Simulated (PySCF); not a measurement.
Species: C3H10NPSi.
SMILES: `C=CN(C)[SiH2]P`

Method: TDDFT CAM-B3LYP/def2-SVPD, vertical, gas phase, core orbitals frozen in the response in PySCF 2.14.0, density-fitted response routines. One conformer (not necessarily the lowest) at the GFN2-xTB geometry, without solvent, vibrations or thermal averaging. Torsions of this conformer, `[CH2:1]=[CH:2][N:3]([CH3:4])[SiH2:5][PH2:6]`: C1–C2–N3–C4 -1°, C2–N3–Si5–P6 -1°, H–P6–Si5–N3 -78°, H–P6–Si5–N3 -171°.

Orbital energies (eV): HOMO-3 -10.80, HOMO-2 -10.41, HOMO-1 -8.90, HOMO -7.30, LUMO 1.02, LUMO+1 1.12, LUMO+2 1.61.

**Question.** Among the lowest singlets, which states do these configurations lead, and at what energies: HOMO→LUMO+1, HOMO→LUMO?

**Answer.** 

| state | leading configuration | weight | Δε (eV) | E (eV) | E − Δε (eV) | f | other configurations |
| --- | --- | --- | --- | --- | --- | --- | --- |
| S1 | HOMO→LUMO | 0.77 | 8.32 | 5.56 | -2.76 | 0.018 | H→L+3 (11%) |
| S2 | HOMO→LUMO+1 | 0.81 | 8.42 | 5.91 | -2.51 | 0.012 | – |

E − Δε runs from -2.76 to -2.51 eV. Among themselves, these states come in the order of their orbital differences. Δε is the difference of the two orbital energies.

H and L stand for HOMO and LUMO. The other states: S3 6.20 eV, f 0.0081, H→L+2 (46%), H→L+3 (35%), H→L+4 (11%); S4 6.37 eV, f 0.022, H→L+4 (72%), H→L+2 (14%); S5 6.51 eV, f 0.075, H→L+3 (40%), H→L+2 (20%), H→L+5 (14%); S6 6.54 eV, f 0.372, H→L+5 (75%); S7 6.61 eV, f 0.035, H-1→L+1 (52%), H-1→L+2 (31%); S8 6.93 eV, f 0.013, H→L+6 (81%).

Triplets (Tamm–Dancoff): T1 4.26 eV, H→L+5 (88%); T2 5.45 eV, H→L (70%), H→L+3 (15%), H→L+1 (10%); T3 5.82 eV, H-1→L+2 (51%), H-1→L+1 (24%).

Summed over the main configurations (up to three a state, each over 8%) of all 8 singlets, the electron leaves HOMO with weight 5.77 and HOMO-1 with weight 0.84.
